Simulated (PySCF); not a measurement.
**Relaxation of singlet AuCl₂⁺**

These are results of PBE0 in PySCF with Au def2-TZVP with ECP60, Cl def2-TZVP; scalar-relativistic core potentials, no spin–orbit coupling; density-fitted integrals, not measurements. A (50,194) grid was used.

A start displaced from a saddle point along its imaginary mode, of C2v symmetry, held to at least that symmetry:

```xyz
3
charge 1 multiplicity 1, angstrom
Au    0.0372    0.0806    0.0000
Cl   -0.1048   -0.2270    2.1532
Cl   -0.1048   -0.2270   -2.1532
```

Optimiser trace:
| step | E − E(last) (kJ/mol) | largest gradient (Eh/bohr) |
| --- | --- | --- |
| 0 | 24.95 | 0.01008 |
| 1 | 22.83 | 0.00310 |
| 2 | 21.04 | 0.00524 |
| 3 | 10.20 | 0.00375 |
| 4 | 7.49 | 0.00772 |
| 5 | 6.31 | 0.01265 |
| 6 | 5.13 | 0.01124 |
| 7 | 1.33 | 0.00334 |
| 8 | 0.33 | 0.00377 |
| 9 | 0.03 | 0.00148 |
| 10 | -0.08 | 0.00026 |
| 11 | 0.00 | 0.00031 |
| 12 | 0.00 | 0.00003 |

It ends at C2v with Au–Cl 2.176 Å (×2); Cl–Au–Cl 100.0° (after a last refinement on a finer grid). The frequency run here used a shortcut that can spoil soft modes, so no verdict on minimum or saddle point is given.

Final geometry:
```xyz
3
charge 1 multiplicity 1, angstrom
Au    0.1430    0.3096    0.0000
Cl   -0.4437   -0.9605    1.6660
Cl   -0.4437   -0.9605   -1.6660
```

No spin–orbit coupling is included, which matters more the heavier the element.
